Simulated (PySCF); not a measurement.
**Electron correlation in Tc⁻ (technetium, charge -1)**

[Kr] 4d6 5s2, high-spin 5D determinant. Computed with PySCF 2.14 in aug-cc-pVTZ-PP with ECP28MDF (6s6p5d3f2g, 88 functions), with scalar relativity through the core potential. Frozen: 4s2 4p6; 8 electrons correlated.

MP2 pair energies summed by pair of shells (mhartree):

| pair | energy | share (%) |
| --- | --- | --- |
| 4d-4d | -110.20 | 69.5 |
| 4d-5s | -37.59 | 23.7 |
| 5s-5s | -10.71 | 6.8 |

Total MP2 correlation energy: -158.50 mhartree.

Same-spin part -81.45 and opposite-spin part -77.05 mhartree; SCS-MP2 scales them by 1/3 and 6/5 to -119.61 mhartree.

The Hartree-Fock reference does not bind the outermost electron (its level is positive or very diffuse), so these energies belong to a reference that the basis holds together.
